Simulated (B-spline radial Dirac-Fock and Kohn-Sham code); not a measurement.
ΔSCF core binding energies without Breit or QED terms, calculated with an atomic code on a B-spline grid.

A sound run for Be²⁺, configuration 1s2: The ground state converged in 8 iterations, with total energy -13.61400 Ha, virial ratio 1.99960 and highest orbital energy -154.24 eV. ΔSCF binding energies: K (1s) 152.7 eV. Holes are computed only in closed shells, and unreliable hole states are left out.

A second run, with one unsound setting: The ground state converged in 7 iterations, with total energy -12.78440 Ha, virial ratio 1.74381 and highest orbital energy -138.45 eV. ΔSCF binding energies: K (1s) 137.6 eV. Holes are computed only in closed shells, and unreliable hole states are left out.

```
iter   energy (Ha)        error
   1      -12.65138279  2.76e-01
   2      -12.78417444  9.85e-03
   3      -12.78434077  5.12e-03
   4      -12.78438627  2.66e-03
   5      -12.78440337  1.35e-04
   6      -12.78440340  2.01e-06
   7      -12.78440340  2.31e-08
```

Problem. Which fault fits the second run best?
A. speed of light below Z
B. box too small
C. overfilled shell
D. too few iterations

Solution. B. The input had rmax = 1.0: rmax squeezes the outer orbitals.
